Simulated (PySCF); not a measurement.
## Polarisability and C₆ of Re (rhenium, neutral)

[Xe] 4f14 5d5 6s2, high-spin 6S determinant. Calculation: PySCF 2.14, in aug-cc-pVTZ-PP with one added diffuse shell each of s, p, d, f, g type with ECP60MDF (7s7p6d4f3g, 113 functions); a scalar-relativistic core potential. Coupled (time-dependent) response in atomic units; α is the mean over directions.

| method | mean α (bohr³) | C₆ (like pair) | S(−4) |
| --- | --- | --- | --- |
| revPBE | 68.53 | 801.9 | 2190 |

S(−4) is the Cauchy moment in α(ω) = α(0) + S(−4) ω² + …

Reference α: 62 ± 3 bohr³ (recommended; Schwerdtfeger and Nagle, table of static dipole polarizabilities (2023 update)). Published C₆: 663.0 (Gould and Bucko (2016)).

α(iu) at revPBE:

```json
{"u (hartree)": "0", "α(iu) (bohr³)": "68.53"}
{"u (hartree)": "0.0500", "α(iu) (bohr³)": "63.68"}
{"u (hartree)": "0.100", "α(iu) (bohr³)": "53.80"}
{"u (hartree)": "0.200", "α(iu) (bohr³)": "36.26"}
{"u (hartree)": "0.300", "α(iu) (bohr³)": "25.45"}
{"u (hartree)": "0.500", "α(iu) (bohr³)": "14.84"}
{"u (hartree)": "0.750", "α(iu) (bohr³)": "9.228"}
{"u (hartree)": "1.00", "α(iu) (bohr³)": "6.455"}
{"u (hartree)": "1.50", "α(iu) (bohr³)": "3.774"}
{"u (hartree)": "2.00", "α(iu) (bohr³)": "2.503"}
{"u (hartree)": "3.00", "α(iu) (bohr³)": "1.334"}
{"u (hartree)": "5.00", "α(iu) (bohr³)": "0.5551"}
```

Energies and moments cover only the electrons outside the core potential. Spin-orbit coupling, which splits the p, d and f shells strongly at this Z, is absent.
